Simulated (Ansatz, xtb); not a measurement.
Diatomic GaCo, multiplicity 3 (lowest of 2S+1 = 1, 3, 5 at PBE0/def2-TZVPP; our sources give no spin for the ground state, which may be another). No spin–orbit coupling. Co is treated without relativity. Ga is treated without relativity.

Constants: fifth-degree fit in 1/R to seven points, most abundant isotopes. In def2 and cc sets the state is the lowest found near the PBE0 minimum, followed along R.

Run with Ansatz (Gaussian orbitals); xtb for the GFN methods. Each number belongs to the level named beside it. The GFN methods have no spin term and hold the electronic entropy of 300 K.

Task: What bond length and harmonic frequency does GFN1-xTB give?

Result: r_e = 2.421 Å, ω_e = 148 cm⁻¹.

Task: What bond length and harmonic frequency does CAM-B3LYP/def2-TZVPP give?

Result: r_e = 2.444 Å, ω_e = 212 cm⁻¹.

Task: What bond length and harmonic frequency does wB97M-V/def2-TZVPP give?

Result: r_e = 2.458 Å, ω_e = 211 cm⁻¹.

Ansatz is a quantum-chemistry and plane-wave program.
